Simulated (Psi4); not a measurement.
OPb, singlet, geometry from GFN2-xTB (such geometries of metal compounds can be far from the true shape) (core potentials on Pb), with bond 2-1 at 1.3 times its length; B3LYP/def2-SVP run with Psi4.

Psi4 was given this input:
```
memory 2 GB

molecule mol {
0 1
  Pb   -0.000000   -0.000000   -0.170633
  O     0.000000    0.000000    2.324881
}

set basis def2-svp
set reference rks
set level_shift 0.3

energy('b3lyp')
print_variables()
```

Predict the main parts of the log of this Psi4 run.


```
   => Loading Basis Set <=

    Name: DEF2-SVP
    Role: ORBITAL
    Keyword: BASIS

    !!!  WARNING: ECP capability is in beta. Please check occupations closely.  !!!

         ---------------------------------------------------------
                                   SCF
               by Justin Turney, Rob Parrish, Andy Simmonett
                          and Daniel G. A. Smith
                              RKS Reference
         ---------------------------------------------------------

  ==> Geometry <==

    Molecular point group: c2v
    Full point group: C_inf_v

    Geometry (in Angstrom), charge = 0, multiplicity = 1:

       Center              X                  Y                   Z               Mass
    ------------   -----------------  -----------------  -----------------  -----------------
         PB           0.000000000000     0.000000000000    -0.178216966891   207.976652500000
         O            0.000000000000     0.000000000000     2.317297033109    15.994914619570

  Running in c2v symmetry.

  Rotational constants: A = ************  B =      0.18225  C =      0.18225 [cm^-1]
  Rotational constants: A = ************  B =   5463.78444  C =   5463.78444 [MHz]
  Nuclear repulsion =   37.321044513442921

  Charge       = 0
  Multiplicity = 1
  Electrons    = 30
  Nalpha       = 15
  Nbeta        = 15

  ==> Algorithm <==

  SCF Algorithm Type is DF.
  DIIS enabled.
  MOM disabled.
  Fractional occupation disabled.
  Guess Type is SAD.
  Energy threshold   = 1.00e-06
  Density threshold  = 1.00e-06
  Integral threshold = 1.00e-12

  ==> Primary Basis <==

  Basis Set: DEF2-SVP
    Blend: DEF2-SVP
    Number of shells: 16
    Number of basis functions: 40
    Number of Cartesian functions: 43
    Spherical Harmonics?: true
    Max angular momentum: 2

  Core potential: DEF2-SVP
    Number of shells: 4
    Number of ECP primitives: 18
    Number of ECP core electrons: 60
    Max angular momentum: 3

  ==> DFT Potential <==

   => LibXC <=

    Version 7.1.2
    S. Lehtola, C. Steigemann, M. J. T. Oliveira, and M. A. L. Marques,  SoftwareX 7, 1–5 (2018) (10.1016/j.softx.2017.11.002)

   => Composite Functional: B3LYP <=

    B3LYP Hyb-GGA Exchange-Correlation Functional

    P. J. Stephens, F. J. Devlin, C. F. Chabalowski, and M. J. Frisch,  J. Phys. Chem. 98, 11623 (1994) (10.1021/j100096a001)

    Deriv               =              1
    GGA                 =           TRUE
    Meta                =          FALSE

[...]
   @DF-RKS iter  14:  -267.99057535080061   -2.56231e-03   1.59294e-03 ADIIS/DIIS
   @DF-RKS iter  15:  -267.99118426059943   -6.08910e-04   4.94510e-04 ADIIS/DIIS
   @DF-RKS iter  16:  -267.99124881637840   -6.45558e-05   6.45568e-05 DIIS
   @DF-RKS iter  17:  -267.99124993373204   -1.11735e-06   9.86076e-07 DIIS
   @DF-RKS iter  18:  -267.99124993399226   -2.60229e-10   4.62461e-07 DIIS
  Energy and wave function converged.

  ==> Post-Iterations <==

   Electrons on quadrature grid:
      Ntotal   =   30.0000142473 ; deviation = 1.425e-05

    Orbital Energies [Eh]
    ---------------------

    Doubly Occupied:

[...]
    Virtual:

[...]
      19A1    55.591318

    Final Occupation by Irrep:
             A1    A2    B1    B2
    DOCC [     8,    1,    3,    3 ]
    NA   [     8,    1,    3,    3 ]
    NB   [     8,    1,    3,    3 ]

  @DF-RKS Final Energy:  -267.99124993399226

   => Energetics <=

    Nuclear Repulsion Energy =             37.3210445134429207
    One-Electron Energy =                -514.2471995951748340
    Two-Electron Energy =                 228.8595491534930773
    DFT Exchange-Correlation Energy =     -19.9246440057534464
    Empirical Dispersion Energy =           0.0000000000000000
    VV10 Nonlocal Energy =                  0.0000000000000000
    Total Energy =                       -267.9912499339922647

Computation Completed

Properties will be evaluated at   0.000000,   0.000000,   0.000000 [a0]

Properties computed using the SCF density matrix

 Multipole Moments:

 ------------------------------------------------------------------------------------
     Multipole            Electronic (a.u.)      Nuclear  (a.u.)        Total (a.u.)
 ------------------------------------------------------------------------------------

 L = 1.  Multiply by 2.5417464519 to convert [e a0] to [Debye]
 Dipole X            :          0.0000000            0.0000000            0.0000000
 Dipole Y            :          0.0000000            0.0000000            0.0000000
 Dipole Z            :        -29.9311619           27.6232663           -2.3078956
 Magnitude           :                                                    2.3078956

 ------------------------------------------------------------------------------------

  Variable Map:
  ----------------------------------------------------------------------------
[...]
  Array Variable Map:
  ----------------------------------------------------------------------------
[...]
[...]
```
